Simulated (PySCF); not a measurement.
## Si3H9N2Cl

Si3H9N2Cl is a small molecule, neutral, singlet. The structure, one conformer, was relaxed in the gas phase by PBE0-D3(BJ)/def2-SVP. No frequency run checks that it is a minimum.

SMILES: [SiH3]N[SiH](Cl)N[SiH3]

```xyz
15

Si    0.604    1.781    1.515
N     1.126    0.192    1.111
Si    2.636   -0.284    0.359
N    -0.994    1.976    0.907
Si   -1.688    1.018   -0.380
Cl    0.524    2.144    3.560
H     1.630    2.711    0.976
H     0.529   -0.574    1.414
H     2.702    0.143   -1.071
H     2.709   -1.773    0.430
H     3.808    0.311    1.067
H    -1.596    2.659    1.355
H    -2.995    1.645   -0.740
H    -1.944   -0.400    0.025
H    -0.798    0.994   -1.578
```
(Å; atoms numbered from 1)

Shieldings: GIAO PBE0/pcSseg-1. Shifts are against computed references at the same level: H TMS (σ 31.27 ppm), Si TMS (σ 352.0 ppm). Core levels by delta-SCF with SCAN, pcX-2 on the ionised atom and pcseg-1 elsewhere, spin-free X2C (2p3/2 is the spin-free 2p value less a third of a first-order spin-orbit splitting); from the vacuum level, for chosen atoms.

Problem. Give the NMR and core-level values of the distinct atoms.

Solution. 
```
      atoms         bonded to  σ (ppm)  δ (ppm)  core level (eV)
        Si1  1 Cl + 2 N + 1 H    368.5    -16.5     2p3/2 107.93
         N2        2 Si + 1 H    239.0        -        1s 404.51
        Si3         1 N + 3 H    405.3    -53.3     2p3/2 107.32
         N4        2 Si + 1 H    239.0        -        1s 404.43
        Si5         1 N + 3 H    409.3    -57.3                -
        Cl6              1 Si    859.8        -     2p3/2 205.63
         H7              1 Si    26.00     5.27                -
         H8               1 N    30.59     0.67                -
 H9 H10 H11              1 Si    26.55     4.72                -
        H12               1 N    30.98     0.29                -
H13 H14 H15              1 Si    26.65     4.62                -
```

Values are those of this one static structure, with the three H of a rotating XH3 group averaged; atoms that internal rotation interchanges would show their mean in an NMR spectrum.

Problem. Which of Si1, Si3 holds its core electrons tightest, and by how much against the loosest?

Solution. Si1 (bonded to 1 Cl + 2 N + 1 H), by 0.61 eV over Si3 (bonded to 1 N + 3 H).

Problem. By CAM-B3LYP/def2-SVPD (TDDFT singlets, Tamm-Dancoff triplets, ionisation by delta-SCF), where does absorption start, and what does vertical ionisation take?

Solution. The lowest singlet lies at 6.75 eV (f 0.006), the strongest of the first 6 at 7.76 eV (f 0.076), the lowest triplet at 6.42 eV; vertical ionisation takes 9.86 eV.
